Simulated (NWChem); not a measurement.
BiHF2; SMILES [F][BiH][F]

def2 effective core potentials on Bi; no spin-orbit coupling.

### Question
Give the equilibrium geometry at PBE0/def2-SVP with def2 effective core potentials on Bi (NWChem) as an XYZ file, with the point group.

### Answer
point group Cs; any orientation.
```
4

Bi    -0.1943     0.0099     0.0000
H     -0.3038    -1.8028     0.0000
F      1.1570     0.0464     1.5138
F      1.1570     0.0464    -1.5138
```
